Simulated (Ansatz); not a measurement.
Total energies of Li₆H₇⁻ (the lowest singlet isomer of a short search) from Ansatz at PBE-D4/def2-TZVPD, gas phase (1 Eh = 27.2114 eV = 2625.5 kJ/mol). The reference geometry is relaxed at PBE0-D4/def2-TZVPD.

```csv
atom,x (Å),y (Å),z (Å)
Li1,-1.144,1.428,-0.226
Li2,-1.190,-0.854,-1.272
Li3,0.920,-1.575,0.276
Li4,1.146,0.183,-1.310
Li5,1.013,1.219,0.759
Li6,-0.709,-0.379,1.763
H7,0.470,-1.514,-1.751
H8,-0.226,-0.145,0.057
H9,-2.402,0.448,-1.154
H10,0.554,1.910,-0.917
H11,2.167,-0.146,0.221
H12,-0.542,1.463,1.781
H13,-0.055,-2.039,1.772
```

```tsv
state	geometry	energy (Eh)
charge -1 singlet	reference	-49.27109
charge 0 doublet	reference	-49.15292
charge -1 triplet	relaxed at PBE0-D4/def2-TZVPD	-49.20379
charge -1 quintet	relaxed at PBE0-D4/def2-TZVPD	-49.12796
```

Problem. Work out the vertical ionisation energy to the doublet.

Solution. E(charge 0 doublet) − E(charge -1 singlet) = -49.15292 − (-49.27109) = 0.11817 Eh = 3.22 eV. For comparison, −ε of the highest occupied level is 0.97 eV at this level, 2.25 eV less.

Problem. Which of the charge -1 states is lowest, and how far above it are the others?

Solution. The singlet. triplet: -49.20379 − (-49.27109) = 0.06730 Eh = 176.7 kJ/mol; quintet: -49.12796 − (-49.27109) = 0.14313 Eh = 375.8 kJ/mol. The triplet differs in its bonds from the reference. The quintet differs in its bonds from the reference.

At PBE-D4/def2-TZVPD the highest occupied level of the charge -1 triplet lies above zero (up to 0.83 eV). The electron is either unbound and held by the finite basis, or the level is raised by self-interaction error. At PBE-D4/def2-TZVPD the highest occupied level of the charge -1 quintet lies above zero (up to 0.34 eV).

The structure comes from a short search, and lower isomers may exist.
